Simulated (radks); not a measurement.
K, 19 electrons, occupied as [Ne] 3s2 3p5.75 4s1 5s0.25 (fractional occupations, a model configuration).

Method: Dirac Kohn-Sham, LDA (Slater exchange, Perdew-Zunger correlation), spin-unpolarised, spherical densities, finite nucleus; open shells fill j = l - 1/2 first; Fermi nuclear charge, rms radius 3.4349 fm; computed with a radial shooting solver on a logarithmic mesh with Libxc functionals.

Energy parts (eV):
part                      energy
total                 -16337.149
kinetic                16439.585
electron-nucleus      -38892.323
Hartree                 6977.839
exchange-correlation    -862.250

Orbitals (lengths in bohr, moments of r in powers of bohr; <r^-3> diverges for s and p1/2; r(max) is where P^2 peaks; r(90%) holds 90 % of the orbital's charge):
| orbital | occ. | eigenvalue (eV) | r(90%) | <r^-3> | r(max) | <r^4> |
|---|---|---|---|---|---|---|
| 1s1/2 | 2 | -3514.185 | 0.145 | - | 0.05314 | 0.0002030 |
| 2s1/2 | 2 | -355.1876 | 0.607 | - | 0.3190 | 0.05741 |
| 2p1/2 | 2 | -284.8966 | 0.579 | - | 0.2612 | 0.04838 |
| 2p3/2 | 4 | -282.0113 | 0.582 | 152.6 | 0.2631 | 0.04956 |
| 3s1/2 | 2 | -37.6921 | 1.91 | - | 1.073 | 5.679 |
| 3p1/2 | 2 | -21.4138 | 2.21 | - | 1.143 | 10.35 |
| 3p3/2 | 3.75 | -21.1360 | 2.22 | 14.79 | 1.150 | 10.61 |
| 4s1/2 | 1 | -3.3039 | 6.82 | - | 3.765 | 928.9 |
| 5s1/2 | 0.25 | -0.5953 | 19.8 | - | 12.54 | 64980 |

The highest occupied level is 5s1/2 at -0.595 eV. The density falls to 0.001 e/bohr^3 at r = 4.47 bohr. Summed over all electrons, <r^2> = 95.25 bohr^2, which gives a Langevin (diamagnetic) susceptibility term of -75.4 x 10^-6 cm^3/mol.
